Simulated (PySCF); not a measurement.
## Core binding energy against partial charge

Species: C₅H₆Cl₂O₂.
Numbering: `[O:1]=[C:2]1[CH2:3][C@@H:4]([Cl:5])[C@@H:6]([Cl:7])[CH2:8][O:9]1`

Structure used (PBE0-D3(BJ)/def2-SVP), in Å, numbered top down from 1:
```
atom  x, y, z in Å
O1    -2.5384    0.4866   -1.0112
C2    -1.4276    0.3727   -0.5874
C3    -1.0446   -0.7191    0.3940
C4     0.2534   -0.4834    1.1350
Cl5    0.7477   -1.9386    2.0404
C6     1.3200   -0.0122    0.1669
Cl7    1.6603   -1.2486   -1.0820
C8     0.8324    1.2719   -0.4731
O9    -0.4559    1.1910   -1.0433
H10   -1.8894   -0.8687    1.0785
H11   -0.9473   -1.6405   -0.2032
H12    0.1336    0.3088    1.8910
H13    2.2678    0.1766    0.6896
H14    0.8366    2.0681    0.2935
H15    1.5134    1.5758   -1.2793
```

Binding energies: delta-SCF UKS SCAN, pcX-2 on the ionised atom, pcseg-1 elsewhere, spin-free X2C (PySCF 2.14.0). Charges: PBE0/pcSseg-1 ground-state density, for the ionised atom.

| atom | environment | C 1s (eV) | Mulliken (e) | IAO (e) | Hirshfeld (e) | ESP (e) |
| --- | --- | --- | --- | --- | --- | --- |
| C3 | sp3 carbon next to a carbonyl | 291.83 | -0.209 | -0.338 | -0.090 | -0.391 |
| C4 | sp3 C–Cl carbon | 293.17 | -0.254 | -0.097 | -0.001 | -0.147 |
| C6 | sp3 C–Cl carbon | 293.19 | -0.285 | -0.115 | -0.004 | -0.433 |
| C8 | sp3 carbon bound to oxygen | 293.42 | +0.176 | -0.064 | +0.009 | +0.150 |
| C2 | ester carbonyl carbon | 295.03 | +0.497 | +0.525 | +0.210 | +0.889 |

**Question.** Give the correlation coefficient and slope of binding energy on charge for each scheme.

**Answer.** Hirshfeld: r = 0.98, slope 10.0 eV per e; IAO: r = 0.97, slope 3.4 eV per e; ESP: r = 0.89, slope 1.9 eV per e; Mulliken: r = 0.81, slope 2.7 eV per e. On 5 points no scheme stands out.

**Question.** The point-charge model writes a binding energy as kq + V + constant, with V the potential of the other atoms' charges at the site. What does it give with the ESP charges?

**Answer.** V = Σ 14.40 eV Å × q/r over all other atoms: +6.63 eV at C3, +0.71 eV at C4, +4.94 eV at C6, -1.73 eV at C8, -12.30 eV at C2. Fitting binding energy − V to q gives k = 15.5 eV per e and leaves an rms residual of 1.35 eV, against 0.46 eV for the fit on q alone. The model has no term for differences in relaxation between sites.

One conformer (not necessarily the lowest) at the PBE0-D3(BJ)/def2-SVP geometry, without solvent, vibrations or thermal averaging.
